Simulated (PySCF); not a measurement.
PySCF input for BFGeH4O, SMILES O[B](F)[GeH3], PBE-D3(BJ)/def2-SVP. Geometry: PBE-D3(BJ)/def2-SVP. Other conformers were not sampled.

```python
import numpy as np
from pyscf import gto, scf, dft, df
from pyscf.hessian import thermo

mol = gto.M(
    atom='''
    B    -0.00934893   -1.05517824    0.00000000
    F    -1.18145706   -1.72159778    0.00000000
    Ge    0.01470065    1.02439897   -0.00000000
    H    -0.72406895    1.58240387    1.24696461
    H    -0.72406895    1.58240387   -1.24696461
    H     1.45797053    1.58909344    0.00000000
    O     1.15093305   -1.75531161    0.00000000
    H     0.99214023   -2.72190402    0.00000000
    ''',
    basis='def2-SVP',
    charge=0,
    spin=0,
    max_memory=1600,
    verbose=3,
)
mf = dft.RKS(mol, xc='pbe').density_fit(auxbasis='def2-universal-jkfit')
mf.disp = 'd3bj'
mf.grids.level = 3
mf.conv_tol = 1e-11
mf.max_cycle = 100
mf.kernel()

# [left out here: the lines that compute and print the analytic Hessian (its translational invariance restored by hand, since the grid's response is missing), thermochemistry and intensities]
```

Log of the run:

```
converged SCF energy = -2278.47741985439

WARN: DFTD3 does not support analytical Hessian, using finite difference


WARN: Mole.unit (angstrom) is changed to Bohr

Mode                                 0                   1                   2
Irrep
Freq [cm^-1]                       32.4813            184.3845            291.5947
Reduced mass [au]                   1.1256              4.9152             11.6629
Force const [Dyne/A]                0.0007              0.0985              0.5843
Char temp [K]                      46.7334            265.2882            419.5398
Normal mode                   x     y     z       x     y     z       x     y     z
       0   B                -0.00 -0.00  0.01    0.11  0.00 -0.00   -0.01  0.05 -0.00
       1   F                -0.00 -0.00  0.05    0.03  0.14  0.00   -0.04  0.12  0.00
       2  Ge                 0.00  0.00  0.00   -0.02 -0.01  0.00    0.00 -0.07 -0.00
       3   H                -0.47  0.03 -0.29   -0.12 -0.13 -0.00   -0.00 -0.05 -0.01
       4   H                 0.47 -0.03 -0.29   -0.12 -0.13  0.00   -0.00 -0.05  0.01
       5   H                 0.00 -0.00  0.51   -0.12  0.23  0.00   -0.01 -0.05  0.00
       6   O                -0.00  0.00 -0.06    0.03 -0.13 -0.00    0.03  0.14  0.00
       7   H                 0.00  0.00 -0.07   -0.09 -0.11 -0.00    0.15  0.12  0.00
Mode                                 3                   4                   5
Irrep
Freq [cm^-1]                      320.8415            496.3277            553.0005
Reduced mass [au]                   1.4918              1.2112              3.8465
Force const [Dyne/A]                0.0905              0.1758              0.6931
Char temp [K]                     461.6194            714.1051            795.6447
Normal mode                   x     y     z       x     y     z       x     y     z
       0   B                -0.00  0.00  0.16   -0.04 -0.01  0.00    0.00 -0.15 -0.00
       1   F                -0.00  0.00 -0.05   -0.04 -0.04  0.00   -0.12  0.01  0.00
       2  Ge                 0.00 -0.00  0.01    0.03  0.00 -0.00   -0.00  0.02  0.00
       3   H                 0.02  0.44 -0.19   -0.30 -0.31 -0.04    0.03  0.05  0.01
       4   H                -0.02 -0.44 -0.19   -0.30 -0.31  0.04    0.03  0.05 -0.01
       5   H                -0.00 -0.00 -0.26   -0.23  0.62  0.00    0.02 -0.02 -0.00
       6   O                 0.00  0.00 -0.03   -0.02  0.04 -0.00    0.12 -0.02 -0.00
       7   H                 0.00  0.00 -0.33    0.05  0.03  0.00    0.44 -0.07  0.00
Mode                                 6                   7                   8
Irrep
Freq [cm^-1]                      561.2039            641.9466            782.3355
Reduced mass [au]                   1.4024              1.7125              1.0410
Force const [Dyne/A]                0.2602              0.4158              0.3754
Char temp [K]                     807.4474            923.6183           1125.6065
Normal mode                   x     y     z       x     y     z       x     y     z
       0   B                -0.00  0.00 -0.16    0.00 -0.00  0.16    0.00  0.01 -0.00
       1   F                 0.00 -0.00  0.01   -0.00  0.00 -0.04   -0.01  0.00  0.00
       2  Ge                 0.00 -0.00  0.02   -0.00  0.00 -0.01   -0.00  0.02  0.00
       3   H                -0.04  0.35 -0.18    0.03 -0.08  0.06   -0.09 -0.53  0.17
       4   H                 0.04 -0.35 -0.18   -0.03  0.08  0.06   -0.09 -0.53 -0.17
       5   H                -0.00  0.00 -0.27    0.00 -0.00  0.12    0.20 -0.53  0.00
       6   O                -0.00  0.00 -0.01    0.00 -0.00 -0.09    0.01  0.00 -0.00
       7   H                -0.00  0.00  0.55    0.00 -0.00  0.71   -0.01  0.00 -0.00
Mode                                 9                  10                  11
Irrep
Freq [cm^-1]                      857.4858            860.3957            965.5099
Reduced mass [au]                   1.0179              1.0264              1.6744
Force const [Dyne/A]                0.4410              0.4477              0.9196
Char temp [K]                    1233.7312           1237.9178           1389.1538
Normal mode                   x     y     z       x     y     z       x     y     z
       0   B                 0.00  0.00  0.00   -0.00 -0.00  0.03    0.04  0.05 -0.00
       1   F                -0.01 -0.01 -0.00    0.00  0.00 -0.01   -0.08 -0.03  0.00
       2  Ge                -0.01 -0.00  0.00    0.00  0.00  0.01    0.00 -0.00 -0.00
       3   H                 0.51 -0.16  0.37   -0.36 -0.31 -0.08    0.00  0.02 -0.01
       4   H                 0.51 -0.16 -0.37    0.36  0.31 -0.08    0.00  0.02  0.01
       5   H                -0.13  0.35 -0.00    0.00 -0.00 -0.72   -0.01  0.02  0.00
       6   O                -0.01  0.01 -0.00    0.00 -0.00 -0.00    0.12  0.01  0.00
       7   H                -0.00  0.01  0.00   -0.00 -0.00  0.01   -0.74  0.12  0.00
Mode                                12                  13                  14
Irrep
Freq [cm^-1]                     1228.2933           1384.6190           2072.1113
Reduced mass [au]                   4.2693             11.2774              1.0146
Force const [Dyne/A]                3.7950             12.7385              2.5667
Char temp [K]                    1767.2406           1992.1584           2981.3068
Normal mode                   x     y     z       x     y     z       x     y     z
       0   B                -0.06 -0.23  0.00   -0.25  0.06  0.00    0.00  0.00 -0.00
       1   F                 0.07  0.05 -0.00    0.05  0.02 -0.00   -0.00 -0.00  0.00
       2  Ge                 0.00  0.01  0.00    0.00 -0.00 -0.00    0.01 -0.01 -0.00
       3   H                -0.01 -0.02  0.02    0.00 -0.01  0.01   -0.32  0.23  0.55
       4   H                -0.01 -0.02 -0.02    0.00 -0.01 -0.01   -0.32  0.23 -0.55
       5   H                 0.01 -0.00 -0.00   -0.03  0.03  0.00    0.23  0.07 -0.00
       6   O                -0.01  0.06  0.00    0.10 -0.06 -0.00    0.00 -0.00  0.00
       7   H                -0.39  0.10 -0.00    0.02 -0.06 -0.00    0.00 -0.00  0.00
Mode                                15                  16                  17
Irrep
Freq [cm^-1]                     2076.9290           2093.8763           3661.8676
Reduced mass [au]                   1.0237              1.0229              1.0642
Force const [Dyne/A]                2.6017              2.6424              8.4074
Char temp [K]                    2988.2384           3012.6218           5268.6121
Normal mode                   x     y     z       x     y     z       x     y     z
       0   B                 0.00  0.00  0.00   -0.01  0.00  0.00    0.00  0.00  0.00
       1   F                -0.00 -0.00 -0.00    0.00 -0.00 -0.00    0.00 -0.00 -0.00
       2  Ge                 0.00 -0.00  0.01   -0.01 -0.00 -0.00   -0.00 -0.00 -0.00
       3   H                 0.34 -0.26 -0.55    0.06 -0.07 -0.14   -0.00  0.00 -0.00
       4   H                -0.34  0.26 -0.55    0.06 -0.07  0.14   -0.00  0.00  0.00
       5   H                 0.00  0.00  0.03    0.89  0.35 -0.00    0.00 -0.00  0.00
       6   O                -0.00 -0.00 -0.00    0.00 -0.00 -0.00    0.01  0.06 -0.00
       7   H                 0.00 -0.00 -0.00    0.00 -0.00  0.00   -0.13 -0.96  0.00
temperature 298.1500 [K]
pressure 101325.00 [Pa]
Rotational constants [GHz] 9.21084 2.38320 1.93887
Symmetry number 1
Zero-point energy (ZPE) 0.04343 [Eh]   114035.244 [J/mol]
                           tot       elec      trans        rot        vib
Entropy [J/mol/K]       335.981      0.000    168.708    110.569     56.704
Cv [J/mol/K]             84.175      0.000     12.472     12.472     59.232
Cp [J/mol/K]             92.490      0.000     20.786     12.472     59.232
Internal energy [J/mol]                      3718.434   3718.434 122685.208
Internal energy [Eh]   -2278.42786  -2278.47742
Enthalpy [J/mol]                             6197.391   3718.434 122685.208
Enthalpy [Eh]          -2278.42691
Gibbs free energy [J/mol]                  -44102.892 -29247.624 105778.835
Gibbs free energy [Eh] -2278.46507
mode   freq/cm-1   IR/(km/mol)
   1       32.48         0.107
   2      184.38         0.276
   3      291.59        13.206
   4      320.84         0.233
   5      496.33        31.966
   6      553.00        41.766
   7      561.20        75.340
   8      641.95        82.263
   9      782.34       124.143
  10      857.49        17.818
  11      860.40        26.482
  12      965.51        88.396
  13     1228.29       183.883
  14     1384.62       227.729
  15     2072.11        58.374
  16     2076.93       110.459
  17     2093.88       111.679
  18     3661.87        36.585
max |gradient| / (hartree/bohr): 0.00034586325101627934
APT charges: [ 0.932  -0.5661  0.685  -0.2144 -0.2144 -0.2195 -0.6838  0.2812]
```

Self-consistency was reached.

Cost: around 70 core-seconds (rough).
